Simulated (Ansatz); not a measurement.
# Molecular dynamics, step by step

CH$_{4}$BNO (SMILES BC(=N)O), singlet, PBE0-D4/def2-SVP (Ansatz 0.2.0). Settings (timestep in fs, temperature in K, friction in 1/fs; T counts 24 degrees of freedom, while the starting velocities carry no drift of the centre of mass, so T starts below the set value):

```yaml
hamiltonian: {xc: pbe0, dispersion: d4}
md: {n_steps: 40, timestep: 0.25, temperature: 100, ensemble: nvt_langevin, seed: 721, friction: 0.002, initial_velocities: maxwell_boltzmann}
```

Start (the SMILES describes the start alone):

```
atom    x (Å)    y (Å)    z (Å)
  B1  -0.6566   1.1850  -0.3602
  C2   0.1093  -0.1255   0.0609
  N3   1.2197  -0.0533   0.6621
  O4  -0.4999  -1.2944  -0.2684
  H5  -1.6755   1.0868  -0.9153
  H6  -0.1751   2.2098  -0.0990
  H7   1.6560  -0.9466   0.9040
  H8   0.0221  -2.0618   0.0158
```

| step | time (fs) | potential energy less the start (meV) | kinetic energy (meV) | T (K) |
| --- | --- | --- | --- | --- |
| 0 | 0.00 | 0.0 | 90.5 | 88 |
| 2 | 0.50 | 2.9 | 89.5 | 87 |
| 4 | 1.00 | 4.4 | 91.0 | 88 |
| 6 | 1.50 | 3.8 | 92.0 | 89 |
| 8 | 2.00 | -0.1 | 94.0 | 91 |
| 10 | 2.50 | -6.5 | 99.6 | 96 |
| 12 | 3.00 | -14.1 | 106.1 | 103 |
| 14 | 3.50 | -19.7 | 110.8 | 107 |
| 16 | 4.00 | -20.8 | 110.3 | 107 |
| 18 | 4.50 | -15.8 | 103.7 | 100 |
| 20 | 5.00 | -5.4 | 92.3 | 89 |
| 22 | 5.50 | 7.3 | 78.2 | 76 |
| 24 | 6.00 | 18.9 | 67.1 | 65 |
| 26 | 6.50 | 26.0 | 59.5 | 58 |
| 28 | 7.00 | 27.1 | 58.3 | 56 |
| 30 | 7.50 | 22.1 | 65.1 | 63 |
| 32 | 8.00 | 12.6 | 75.9 | 73 |
| 34 | 8.50 | 1.9 | 87.3 | 84 |
| 36 | 9.00 | -6.8 | 93.2 | 90 |
| 38 | 9.50 | -11.0 | 97.2 | 94 |
| 40 | 10.00 | -9.9 | 94.3 | 91 |

Step 6, positions (Å) and forces (eV/Å):

```tsv
atom	x	y	z	Fx	Fy	Fz
B1	-0.657	1.188	-0.359	0.903	-0.517	0.501
C2	0.112	-0.124	0.063	-0.461	-0.896	-0.257
N3	1.220	-0.056	0.666	0.653	1.138	0.341
O4	-0.501	-1.295	-0.273	-0.711	0.917	-0.388
H5	-1.668	1.057	-0.907	-1.154	0.061	-0.629
H6	-0.166	2.235	-0.096	0.119	0.371	0.065
H7	1.638	-0.951	0.887	0.158	-0.672	0.098
H8	0.009	-2.053	0.002	0.492	-0.402	0.268
```

Step 14, positions (Å) and forces (eV/Å):

| atom | x | y | z | Fx | Fy | Fz |
| --- | --- | --- | --- | --- | --- | --- |
| B1 | -0.656 | 1.191 | -0.355 | 0.472 | 0.044 | 0.257 |
| C2 | 0.115 | -0.123 | 0.066 | -0.601 | -0.800 | -0.313 |
| N3 | 1.222 | -0.057 | 0.672 | 0.716 | 0.618 | 0.331 |
| O4 | -0.504 | -1.294 | -0.279 | -0.550 | 1.081 | -0.312 |
| H5 | -1.693 | 1.021 | -0.917 | -0.334 | 0.274 | -0.181 |
| H6 | -0.153 | 2.277 | -0.092 | -0.308 | -0.471 | -0.153 |
| H7 | 1.618 | -0.976 | 0.867 | 0.127 | -0.328 | 0.111 |
| H8 | 0.008 | -2.052 | -0.008 | 0.477 | -0.419 | 0.260 |

Step 18, positions (Å) and forces (eV/Å):

```
atom       x       y       z      Fx      Fy      Fz
  B1  -0.654   1.193  -0.353   0.034   0.133   0.011
  C2   0.116  -0.123   0.067  -0.563  -0.715  -0.283
  N3   1.223  -0.057   0.675   0.764   0.070   0.326
  O4  -0.505  -1.292  -0.283  -0.161   0.655  -0.109
  H5  -1.713   1.007  -0.927   0.204   0.395   0.112
  H6  -0.151   2.292  -0.091  -0.417  -0.709  -0.204
  H7   1.611  -0.996   0.859  -0.006   0.134   0.062
  H8   0.015  -2.057  -0.008   0.145   0.036   0.084
```

Last step (40):

```json
{"atom": "B1", "x (Å)": "-0.6520", "y (Å)": "1.1988", "z (Å)": "-0.3424"}
{"atom": "C2", "x (Å)": "0.1141", "y (Å)": "-0.1330", "z (Å)": "0.0709"}
{"atom": "N3", "x (Å)": "1.2375", "y (Å)": "-0.0601", "z (Å)": "0.6965"}
{"atom": "O4", "x (Å)": "-0.5135", "y (Å)": "-1.2804", "z (Å)": "-0.2997"}
{"atom": "H5", "x (Å)": "-1.7083", "y (Å)": "1.0083", "z (Å)": "-0.9197"}
{"atom": "H6", "x (Å)": "-0.1983", "y (Å)": "2.2674", "z (Å)": "-0.1195"}
{"atom": "H7", "x (Å)": "1.5687", "y (Å)": "-1.0245", "z (Å)": "0.8281"}
{"atom": "H8", "x (Å)": "0.0320", "y (Å)": "-2.0182", "z (Å)": "-0.0207"}
```

The run took about 43 s on 2 CPU threads of an Arm Neoverse V2 (shared host).
